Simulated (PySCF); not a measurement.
SMILES [CH3][Al]([CH3])[NH][SiH](C)C (C₄H₁₄AlNSi) at its GFN2-xTB optimised geometry (Å):

```
21

Si    -2.5737    -0.0214     0.0000
C     -3.1553    -0.9273     1.5635
C     -3.1904    -0.9041    -1.5695
N     -0.8313    -0.0214     0.0000
Al     0.5149     0.0645     1.2117
C      0.1395     0.5667     3.1019
C      2.3313    -0.3532     0.5013
H     -3.1005     1.3611     0.0000
H     -2.9299    -1.9888     1.5158
H     -4.2251    -0.8221     1.7134
H     -2.6526    -0.5253     2.4373
H     -2.8174    -1.9223    -1.6331
H     -4.2744    -0.9498    -1.5871
H     -2.8727    -0.3809    -2.4665
H     -0.4649    -0.0643    -0.9467
H     -0.1486    -0.2921     3.7158
H      1.0079     1.0183     3.5910
H     -0.6827     1.2865     3.1669
H      2.3911    -1.3611     0.0784
H      2.6287     0.3312    -0.3000
H      3.1005    -0.2873     1.2761
```

Calculation: PBE0/def2-SVP (PySCF). Cells within 0.4 Å of a nucleus heavier than hydrogen are left out (blank, or x).

Map of the electrostatic potential (hartree/e), clipped to [-0.08, 0.12] on the plane z = 1.2 Å:

```
|0000000000011111111111111111111|
|0000000000011111111111111111111|
|0000000000001111111111111111111|
|0000000000001111111111111111111|
|0000000000000111111111111111111|
|0000000000000111111111111111111|
|0000000000000111111111111111111|
|0000000000000111122211111111111|
|0000000000000112222221111111111|
|0000000000000123343322111111111|
|0000000000000135676432111111111|
|0000000111111259999742111111111|
|0000001344311499999952111111111|
|1100124688533799999973221111111|
|1111237999845999xx9998887311111|
|1122379999956999xx9999999921111|
|1247999999744999999999999931101|
|1379999999522699999999999621000|
|1259999999311399999757753210000|
|1124799995211258997422210000001|
|1111279995111134554211100000001|
|1111149995111122332211110000011|
|1111127973111112222111111001111|
|1111113332111111111111111111111|
|1111111221111111111111111111111|
|1111111111111111111111111111111|
|1111111111111111111111111111111|
|1111111111111111111111111111111|
|1111111111111111111111111111111|
|1111111111111111111111111111111|
|1111111111111111111111111111111|
```
Scale: ten equal steps from -0.016 (start of '0') to 0.120 (end of '9'), in the order '0123456789'; x runs from -5.50 to 5.50, y from -5.50 (bottom) to 5.50 (top).
